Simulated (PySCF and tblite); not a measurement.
Results of a calculation; reference values are marked as such.
# Dynamics report: pyramidal inversion

System: C₆H₁₁N, numbered as in [CH2:1]1[CH2:2][C@@H:3]([CH:4]2[CH2:5][CH2:6]2)[NH:7]1.

Motion: pyramidal inversion at N7. Geometries: GFN2-xTB; energies: PBE0/pcSseg-1 + D3(BJ); zero-point and thermal terms from GFN2-xTB harmonic modes (soft modes blended into free rotors). Rate constants are transition-state-theory values, counting equivalent paths, without tunnelling. Programs: tblite and PySCF.

| point | symmetry | E(GFN2) kcal/mol | E(DFT) kcal/mol | ZPE change kcal/mol | lowest mode cm⁻¹ | dipole D |
| --- | --- | --- | --- | --- | --- | --- |
| start | C1 | 0.0 | 0.0 | 0.00 | 56 | 1.38 |
| saddle | C1 | 5.5 | 4.5 | -1.12 | 614i | 0.15 |
| end | C1 | 0.6 | -0.3 | -0.08 | 57 | 1.16 |

```
Electronic barrier                                      : 4.5 kcal/mol
Barrier with zero-point energy                          : 3.4 kcal/mol
ΔH‡ (298 K)                                             : 3.3 kcal/mol
ΔS‡ (298 K, symmetry apart)                             : -0.5 cal/(mol K)
Paths                                                   : 1 equivalent path
End point                                               : a different minimum
Mean lifetime of the start against this motion at 298 K : 57 ps
Cost                                                    : 2.7 min on 1 thread of Intel Xeon @ 2.70GHz, on a host shared with other jobs (rough), peak memory 0.84 GiB, launched as `OMP_NUM_THREADS=1 python ens_run.py task.json out`
```

```csv
T/K,ΔG‡ kcal/mol,k s⁻¹,ΔG kcal/mol,k back s⁻¹
200,3.5,7.1×10⁸,-0.4,2.3×10⁸
250,3.5,4.9×10⁹,-0.5,2×10⁹
298,3.5,1.8×10¹⁰,-0.5,8.2×10⁹
350,3.5,4.8×10¹⁰,-0.5,2.5×10¹⁰
400,3.5,9.9×10¹⁰,-0.5,5.5×10¹⁰
500,3.6,2.8×10¹¹,-0.5,1.7×10¹¹
```

ΔG and ΔG‡ leave out symmetry numbers and mirror images; rates count paths: 1 out, 1 back.
